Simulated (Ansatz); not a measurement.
Consider the substitution at a C–B bond: `CC(O)(F)BCl` + H₂Se → `CC(O)(F)[SeH]` + `BCl`.

Computed with Ansatz on PBE0-D4/def2-TZVP structures; ΔE is electronic, products minus reactants. CCSD(T)/CBS adds triple-zeta CCSD(T) − MP2 to the extrapolated MP2 energy (def2 sets, frozen cores). This one scheme is used for every species. DFT in def2-TZVPP. For Se outer-core shells are correlated without core-valence functions, which leaves a few kJ/mol of doubt a bond. Scalar relativity is left out up to krypton. One conformer a species, not always the lowest.

`CC(O)(F)BCl`:

Cartesian coordinates in Å:
```
C -0.606 -0.913 -0.442
C -0.124 0.461 -0.016
O 0.482 1.155 -1.042
F -1.265 1.173 0.391
B 0.844 0.338 1.240
Cl 2.543 0.108 1.017
H -1.340 -0.798 -1.246
H -1.093 -1.435 0.384
H 0.231 -1.512 -0.804
H -0.074 1.097 -1.826
H 0.403 0.326 2.345
```

H₂Se:

Cartesian coordinates in Å:
```
Se 0.291 -0.405 0.469
H -0.642 -0.625 -0.642
H 0.351 1.030 0.173
```

`CC(O)(F)[SeH]`:

Cartesian coordinates in Å:
```
C -0.133 0.299 -1.139
C 0.218 -0.222 0.224
O 0.356 -1.579 0.170
F 1.402 0.352 0.632
Se -1.147 0.220 1.615
H -1.078 -0.129 -1.469
H -0.220 1.384 -1.113
H 0.659 0.013 -1.836
H 0.561 -1.904 1.056
H -0.618 1.566 1.860
```

`BCl`:

Z-matrix (Å, degrees):
```
B
Cl 1 1.733
H 1 1.190 2 118.1
H 1 1.190 2 118.1 3 180.0
```

| level | ΔE (kcal/mol) |
| --- | --- |
| PBE-D4 | 5.7 |
| HF/def2-TZVPP | 7.5 |
| SCS-MP2/def2-QZVPP | 5.2 |
| HF/CBS(def2) | 7.4 |

What does CCSD(T)/CBS give? (Best estimate.)

Ansatz gave: +6.1 kcal/mol. The listed levels differ from it by -0.4, 1.4, -0.9, 1.3 kcal/mol.

Largest T1 diagnostic among the species: 0.012.

From PBE to PBE0 (25 % exact exchange), in def2-TZVPP and without D4, ΔE moves by +0.8 kcal/mol. In def2-TZVPP, CCSD(T) changes the Hartree–Fock value by −1.1 kcal/mol (the triples alone add −0.6 kcal/mol) and MP2 by −2.3 kcal/mol.
